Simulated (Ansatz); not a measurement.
Conformers of C₂H₉FSi₂ (`F[SiH2]CC[SiH3]`), each relaxed with PBE0-D4/def2-TZVP in Ansatz. CBS adds the triple-zeta coupled-cluster correction to the MP2 limit.

Not all of them had a frequency check.

Conformer A:

Z-matrix (Å, degrees):
```
Si
C 1 1.863
F 1 1.605 2 108.8
H 1 1.484 2 112.6 3 118.7
H 1 1.485 2 110.5 3 -118.1
C 2 1.534 1 116.0 3 -52.2
H 2 1.098 1 107.0 3 -176.4
H 2 1.097 1 106.8 3 70.9
Si 6 1.881 2 115.9 1 -67.9
H 6 1.095 2 110.3 1 55.2
H 6 1.096 2 109.8 1 171.3
H 9 1.487 6 109.6 2 -171.5
H 9 1.487 6 111.7 2 68.2
H 9 1.489 6 109.9 2 -51.9
```

Conformer B:

```xyz
14

F     1.657   -1.026   -1.421
Si    1.443    0.544   -1.165
C     0.613    0.826    0.478
C    -0.871    0.455    0.576
Si   -1.277   -1.380    0.450
H     2.785    1.179   -1.182
H     0.613    1.065   -2.282
H     0.750    1.895    0.693
H     1.198    0.299    1.241
H    -1.448    0.977   -0.196
H    -1.278    0.800    1.533
H    -0.441   -2.154    1.407
H    -2.711   -1.586    0.790
H    -1.035   -1.895   -0.923
```

(1) Which is lowest in electronic energy at CCSD(T)/CBS (frozen core, def2 sets), and by how much? (Best estimate.)

(2) Give the energies relative to A (kJ/mol) with B3LYP-D4/def2-TZVPP, ωB97X-V/def2-TZVPP, ωB97M-V/def2-TZVPP, r2SCAN/def2-TZVPP, B3LYP/def2-TZVPP, HF/def2-TZVPP, MP2/CBS(def2). (Estimate.)

Answers

(1) The calculation gave: A; B lies 0.5 kJ/mol higher. Gaps under about 2 kJ/mol don't settle the order.

(2) Ansatz gave: 
| level | B |
| --- | --- |
| B3LYP-D4/def2-TZVPP | -0.2 |
| ωB97X-V/def2-TZVPP | 0.0 |
| ωB97M-V/def2-TZVPP | 0.0 |
| r2SCAN/def2-TZVPP | 0.0 |
| B3LYP/def2-TZVPP | 0.1 |
| HF/def2-TZVPP | 0.3 |
| MP2/CBS(def2) | 0.5 |

B3LYP here is the variant with VWN-RPA as its local correlation; programs differ in this.
